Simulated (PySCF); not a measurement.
## Potential energy of GeH along the bond

Set-up: Ge aug-cc-pVDZ-PP with ECP10, H aug-cc-pVDZ; scalar-relativistic core potentials (PySCF 2.14). Energies in eV from Ge + H in their ground configurations at the same level. State: ²Π (doublet), unpaired electrons π ↑.

All columns are TPSSh. A positive dipole means Ge(−)H(+).

```
R (Å)  E (eV)  μ (D)  Mulliken charge on Ge (basis-dependent)  HOMO (eV)  LUMO (eV)  Mayer bond order  ⟨S²⟩
1.385  -2.549   0.40                                    -0.16      -4.71      -3.56              0.83  0.75
1.449  -2.792   0.21                                    -0.11      -4.72      -3.57              0.87  0.75
1.513  -2.931   0.03                                    -0.04      -4.73      -3.58              0.90  0.75
1.562  -2.982  -0.12                                     0.00      -4.75      -3.59              0.92  0.75
1.610  -2.998  -0.26                                     0.05      -4.76      -3.60              0.93  0.75
1.658  -2.983  -0.41                                     0.09      -4.78      -3.62              0.94  0.75
1.723  -2.927  -0.60                                     0.14      -4.80      -3.64              0.94  0.75
1.803  -2.813  -0.84                                     0.18      -4.84      -3.68              0.94  0.75
1.900  -2.631  -1.13                                     0.22      -4.89      -3.72              0.94  0.75
2.029  -2.344  -1.51                                     0.25      -4.97      -3.79              0.93  0.76
```

A fit through these points gives, at Re = 1.609 Å, μ = -0.26 D and dμ/dR = -3.00 D/Å; the reduced mass is 0.9943 u.

How strong is the fundamental in the double-harmonic approximation, I = 42.26·(dμ/dR)²/μred km/mol?

I = 42.26·(-3.00)²/0.9943 = 383 km/mol at TPSSh.

Spin–orbit coupling is left out. The state was picked by a PBE0 search and need not be the measured ground state.
